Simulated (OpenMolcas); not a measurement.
## Os3+: from RASSCF to RASPT2

```
Program             : OpenMolcas 26.06
Basis               : ANO-RCC-VTZP [8s7p5d3f2g1h]
Scalar Hamiltonian  : DKH2, point nucleus
Active space        : 5 electrons in 9 orbitals (RAS2 5d 6s; RAS3 6p, at most 2 electrons)
State averaging     : 2S+1 = 6 even, 6 roots; 2S+1 = 4 even, 84 roots kept (CI in the orbitals of an earlier block, 81 in the spin-orbit step); 2S+1 = 2 even, 86 roots kept (CI in the orbitals of an earlier block); 2S+1 = 6 odd, 15 roots; 2S+1 = 4 odd, 90 roots kept (CI in the orbitals of an earlier block, 31 in the spin-orbit step); 2S+1 = 2 odd, 81 roots kept (CI in the orbitals of an earlier block, 0 in the spin-orbit step)
Spin-orbit coupling : RASSI with atomic mean-field integrals over the reference wave functions, term energies averaged over their components
```

Methods on the same reference wave functions:
A. RASSCF
B. SS-RASPT2, IPEA 0.25 Eh, imaginary shift 0.1 Eh (closed shells correlated: 5s 5p)
C. MS-RASPT2, IPEA 0.25 Eh, imaginary shift 0.1 Eh (closed shells correlated: 5s 5p)

Energies in cm⁻¹ above 5d⁵ ⁶S_5/2.

```tsv
Level	A	B	C
5d⁵ ⁶S_5/2	0.0	0.0	0.0
5d⁵ ⁴G_7/2 [66 %]	25034	21440	21440
5d⁵ ⁴G_11/2	26023	22670	22670
5d⁵ ⁴G_9/2	26768	23400	23400
5d⁵ ⁴P_1/2 [62 %]	27908	24120	24120
5d⁵ ⁴D_7/2 [69 %]	31409	27350	27350
5d⁵ ⁴D_1/2 [67 %]	34510	30500	30500
5d⁵ ²I_11/2 [74 %]	37332	33210	33210
5d⁵ ²I_13/2	40433	36350	36350
5d⁴ 6s ⁶D_1/2	47131	45450	45450
5d⁴ 6s ⁶D_5/2	52244	50830	50830
5d⁵ ²H_11/2 [72 %]	53886	49180	49180
5d⁵ ²S_1/2	54356	47150	47150
5d⁴ 6s ⁶D_7/2	54991	53500	53500
5d⁴ 6s ⁶D_9/2	57616	56070	56070
5d⁵ ²D_3/2(2)	61872	54060	54060
5d⁵ ²D_5/2(2) [64 %]	64610	57120	57120
5d⁵ ²G_9/2(2)	68235	59870	59870
5d⁵ ²G_7/2(2)	69593	61610	61610
```

Between B and C no level of the table moves by more than 5 cm-1.

From A to B the spin-free energies of the other terms of 5d⁵ shown, above ⁶S, scale by factors of 0.85 to 0.88, as is usual when dynamic correlation screens the repulsion within a d or f shell.

The lowest spin-free term lies below A's lowest term by 0.305 hartree in B, 0.305 hartree in C.

CASPT2 does not keep the components of a term degenerate, so their means are used; among the terms shown or strongly mixed into the levels shown the widest spread is 100 cm-1 (5d⁵ ⁴G, C). Some high roots are left out of the spin-orbit mixing, which shifts the levels that they would mix with. Terms from blocks run as CI alone lack orbitals of their own. A single d shell beside an s shell can misplace configurations of different d count against each other. Without dynamic correlation excited terms often stand tens of per cent too high (terms of higher spin than the ground term too low), and those without a measured partner can miss by more than the paired ones (holds for A). Blocks of more than 70 roots (2S+1 = 4 even, 2 even) ran without multistate coupling (holds for C). Only configurations of the active space appear. The table leaves out levels that lie high or whose names do not pair safely across all columns.

A share in square brackets marks a mixed level and gives the weight of the term that names it, the lowest over the columns. A number in round brackets counts repeated terms of one configuration in the order of the reference energies.
